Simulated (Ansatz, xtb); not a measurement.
## Relative energy of two structures of GaH2OSi−

We compare I, a singlet given by its coordinates, with II, a singlet given by its coordinates. Both are isolated ions in the gas phase, relaxed with B3LYP-D3(BJ)/def2-SVPD.

I (Å):

```yaml
atoms:
  - { symbol: Ga, position_ang: [0.2183, 1.1788, -0.2165] }
  - { symbol: O, position_ang: [1.5845, 2.0984, 0.2126] }
  - { symbol: Si, position_ang: [-1.6893, -0.2639, -0.6009] }
  - { symbol: H, position_ang: [-1.2112, -0.5023, -2.0466] }
  - { symbol: H, position_ang: [-2.5423, 0.9684, -0.9602] }
```

Close contacts (Å): Ga1–O2 1.70, Ga1–Si3 2.42, Si3–H4 1.54, Si3–H5 1.54.

II (Å):

```tsv
atom	x (Å)	y (Å)	z (Å)
Ga	0.6510	0.0680	-0.0311
O	-0.9676	0.9509	-0.5253
Si	-0.9378	1.7876	0.9967
H	-2.3074	1.5578	1.6449
H	-1.0715	3.2799	0.6742
```

Close contacts (Å): Ga1–O2 1.91, Ga1–Si3 2.56, O2–Si3 1.74, Si3–H4 1.53, Si3–H5 1.53.

Task: Which of the two would you expect CCSD(T)/def2-SVPD + ΔMP2/def2-TZVPPD electronic energies to favour?

Result: Structure II; the calculation gives E(II) − E(I) = −20.9 kcal/mol.

The same difference at several levels:

| level | geometry | E(II) − E(I) (kcal/mol) | departure from the last row (kcal/mol) | job, with rough time for the two |
| --- | --- | --- | --- | --- |
| GFN2-xTB | GFN2-xTB | −10.6 | +10.3 | optimisation, 0.52 s |
| HF/STO-3G | GFN2-xTB | −4.8 | +16.1 | single point, 5.9 s |
| r2SCAN-D4/def2-SVPD | GFN2-xTB | −24.8 | −4.0 | single point, 6.9 s |
| B3LYP-D3(BJ)/def2-SVPD | B3LYP-D3(BJ)/def2-SVPD | −20.3 | +0.5 | optimisation, 2 min |
| HF/def2-SVPD | B3LYP-D3(BJ)/def2-SVPD | −30.8 | −9.9 | part of the CCSD(T) run |
| MP2/def2-SVPD | B3LYP-D3(BJ)/def2-SVPD | −13.3 | +7.6 | part of the CCSD(T) run |
| CCSD(T)/def2-SVPD | B3LYP-D3(BJ)/def2-SVPD | −17.5 | +3.4 | single point |
| CCSD(T)/def2-SVPD + ΔMP2/def2-TZVPPD | B3LYP-D3(BJ)/def2-SVPD | −20.9 |  | single point, 66 s |

The levels shown agree on the order. The largest departure from CCSD(T)/def2-SVPD + ΔMP2/def2-TZVPPD is that of HF/STO-3G, 16.1 kcal/mol. The last row adds to CCSD(T) the change of the MP2 difference between the two basis sets, here −3.4 kcal/mol, a large step that makes the value less sure.

With harmonic frequencies from B3LYP-D3(BJ)/def2-SVPD (ideal gas, rigid rotor, one conformer each, 298.15 K, 1 atm): on the last row, ΔE + ΔZPE = −19.9, ΔH = −20.3, ΔG = −19.6 kcal/mol.

The T1 diagnostic of structure I is large, so the coupled-cluster value is less sure. The correlated steps freeze 15 core orbitals; the filled d shell of Ga is correlated, in a basis made for valence electrons. Programs: Ansatz 0.2.0, xtb 6.7.1; the last row on 1 thread of Intel(R) Xeon(R) Processor @ 2.50GHz (Skylake/Cascade Lake) on a shared host.
